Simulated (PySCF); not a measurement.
# Working out the excitation energy of B

B [He] 2s2 2p1 (2P) → B [He] 2s1 2p2 (4P). Computed with PySCF 2.14 in def2-TZVPPD, with no relativity, point nucleus. Frozen: nothing. Energies in hartree (1 hartree = 27.21139 eV):

| part | B (lower) | B (upper) |
| --- | --- | --- |
| UHF | -24.532383 | -24.451934 |
| MP2 opposite-spin | -0.054853 | -0.014411 |
| MP2 same-spin | -0.003642 | -0.011657 |

**Question.** What does Hartree-Fock give?

**Answer.** (-24.451934) − (-24.532383) = 0.080449 hartree = 2.189 eV.

**Question.** What do MP2 and SCS-MP2 (6/5 opposite-spin, 1/3 same-spin) give?

**Answer.** The opposite-spin parts differ by 1.100 eV and the same-spin parts by -0.218 eV. MP2: 2.189 + (1.100) + (-0.218) = 3.071 eV. SCS-MP2: 2.189 + 1.2 × (1.100) + (-0.218)/3 = 3.436 eV.
